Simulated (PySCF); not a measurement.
Partial charges of SiEt2(NHEt)2

SiEt2(NHEt)2, C8H22N2Si.
Structure used (PBE0-D3(BJ)/def2-SVP), in Å, numbered top down from 1:
```xyz
33
C8H22N2Si angstrom
Si     0.2997    0.1454    0.1581
C      0.2404    0.3195    2.0379
C     -1.1665    0.2188    2.6201
H      0.7120    1.2767    2.3260
H      0.8895   -0.4662    2.4645
H     -1.1777    0.3197    3.7172
H     -1.8286    0.9965    2.2069
H     -1.6253   -0.7530    2.3751
C      2.0956    0.0208   -0.4081
C      2.9162    1.2596   -0.0568
H      2.0950   -0.1395   -1.5010
H      2.5603   -0.8814    0.0280
H      3.9436    1.2053   -0.4507
H      2.4528    2.1719   -0.4656
H      2.9945    1.3992    1.0335
N     -0.5536    1.5271   -0.4519
C     -0.9441    1.7430   -1.8251
C     -2.3853    2.2079   -1.9604
H     -0.6315    2.3493    0.1364
H     -0.2784    2.4676   -2.3374
H     -0.8200    0.7860   -2.3584
H     -3.0724    1.4716   -1.5153
H     -2.6646    2.3542   -3.0158
H     -2.5425    3.1668   -1.4391
N     -0.5356   -1.2400   -0.4804
C      0.0062   -2.5556   -0.7266
C     -0.0150   -3.4881    0.4785
H     -1.5446   -1.2348   -0.3662
H     -0.5370   -3.0313   -1.5639
H      1.0442   -2.4463   -1.0819
H      0.5810   -3.0727    1.3071
H      0.3908   -4.4821    0.2299
H     -1.0433   -3.6275    0.8499
```

Density: PBE0/pcSseg-1 (PySCF); schemes: Mulliken, IAO, Hirshfeld and ESP-fitted. One conformer (not necessarily the lowest) at the PBE0-D3(BJ)/def2-SVP geometry, without solvent, vibrations or thermal averaging.

Q: Atoms with like bonding are taken together and averaged. Do the Mulliken, IAO, Hirshfeld and ESP-fitted schemes agree on where the charge is lowest?

A: All schemes agree: Mulliken N16/N25 (-0.709); IAO N16/N25 (-0.678); Hirshfeld N16/N25 (-0.237); ESP-fitted N16/N25 (-0.774).

Q: For which atoms does the sign change between the 4 schemes (beyond +0.03 e in one, beyond −0.03 e in another)?

A: C17/C26 and H20/H21/H29/H30. Atomic charges aren't observables, and each scheme defines them in its own way.

Q: At which atom do the 4 schemes differ most?

A: At Si1: from +0.434 (Hirshfeld) to +1.246 e (IAO), 0.812 e apart.

Q: Tabulate the Mulliken, IAO, Hirshfeld and ESP-fitted charges.

A: In e; atoms taken as equivalent share a row and are averaged (×n: the atom named and its like, n in all):

```csv
atom,environment,Mulliken,IAO,Hirshfeld,ESP-fitted
Si1,silicon bonded to 2 C and 2 N,+1.240,+1.246,+0.434,+0.680
C2/C9,"carbon bonded to C, Si and 2 H",-0.612,-0.564,-0.167,-0.138
C3/C10,carbon bonded to C and 3 H,-0.291,-0.398,-0.117,-0.304
H4/H5/H11/H12,hydrogen on C2,+0.135,+0.135,+0.033,+0.052
H6 (×6),hydrogen on C3,+0.113,+0.132,+0.034,+0.074
N16/N25,"nitrogen bonded to C, Si and H",-0.709,-0.678,-0.237,-0.774
C17/C26,"carbon bonded to C, N and 2 H",-0.065,-0.128,-0.021,+0.407
C18/C27,carbon bonded to C and 3 H,-0.292,-0.417,-0.123,-0.434
H19/H28,hydrogen on N16,+0.192,+0.247,+0.107,+0.338
H20/H21/H29/H30,hydrogen on C17,+0.113,+0.126,+0.033,-0.032
H22 (×6),hydrogen on C18,+0.108,+0.132,+0.036,+0.101
```

Mean size of the charges over all atoms: IAO 0.265 e, Mulliken 0.239 e, ESP-fitted 0.208 e, Hirshfeld 0.081 e. Each set sums to the total charge, 0, to within 0.001 e. The Hirshfeld scheme divides the density at each point in proportion to the densities of the neutral, spherically averaged free atoms.

Some averages cover members that differ in this geometry: C2/C9, ESP-fitted -0.187 to -0.089; C3/C10, ESP-fitted -0.347 to -0.262; C18/C27, ESP-fitted -0.474 to -0.394; H4/H5/H11/H12, ESP-fitted +0.023 to +0.077 e.

Q: How closely do the schemes follow one another over all atoms?

A: Correlation coefficient and root-mean-square difference: IAO with Hirshfeld 0.99, 0.243 e; Mulliken with IAO 0.99, 0.050 e; Mulliken with Hirshfeld 0.99, 0.231 e; Hirshfeld with ESP-fitted 0.84, 0.209 e; IAO with ESP-fitted 0.81, 0.212 e; Mulliken with ESP-fitted 0.80, 0.209 e.

Q: How many electrons does the ESP-fitted scheme count on C26?

A: Its own charge is +0.407 e, so Z − q = 5.592.

Q: Sum the charges by element, for elements with more than one atom.

A: 
| element | atoms | Mulliken | IAO | Hirshfeld | ESP-fitted |
| --- | --- | --- | --- | --- | --- |
| C | 8 | -2.521 | -3.013 | -0.857 | -0.938 |
| H | 22 | +2.699 | +3.122 | +0.898 | +1.805 |
| N | 2 | -1.418 | -1.356 | -0.475 | -1.547 |
